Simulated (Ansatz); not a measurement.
Stepwise reaction of `BOC` with water, as a gas-phase model of exchange steps in deposition or etching. ΔE in kJ/mol; ΔG adds harmonic PBE0-D4 terms to CCSD(T)/CBS, at 1 bar.

Program: Ansatz. Geometries: PBE0-D4/def2-TZVP. ΔE: electronic, gas phase. CCSD(T)/CBS adds triple-zeta CCSD(T) − MP2 to the extrapolated MP2 energy (def2 sets, frozen cores). This one scheme is used for every species. DFT in def2-TZVPP. B3LYP here is the variant with VWN-RPA as its local correlation; programs differ in this. Each species was taken in one conformer, which may not be the lowest.

```json
{"step": "1", "reaction": "`BOC` + H₂O → `COBO` + H₂", "PBE-D4": "-116.9", "B3LYP-D4": "-117.5", "ωB97M-V": "-117.9", "CCSD(T)/CBS": "-111.9", "ΔG(500 K)": "-107.5"}
{"step": "2", "reaction": "`COBO` + H₂O → `COB(O)O` + H₂", "PBE-D4": "-96.9", "B3LYP-D4": "-101.6", "ωB97M-V": "-102.7", "CCSD(T)/CBS": "-98.2", "ΔG(500 K)": "-95.0"}
```

Problem. By hand: ΔE of the 2 steps together at CCSD(T)/CBS.

Solution. (-111.9) + (-98.2) = -210.1 kJ/mol, or -105.1 kJ/mol a step.

In ΔE each step is higher than the one before. All are downhill at CCSD(T)/CBS. ΔG lies between -107.5 and -95.0 kJ/mol a step. PBE-D4 differs from CCSD(T)/CBS by -5.0 to 1.3 kJ/mol a step. Isolated molecules leave out the surface, adducts and barriers. Largest T1 diagnostic: 0.014.
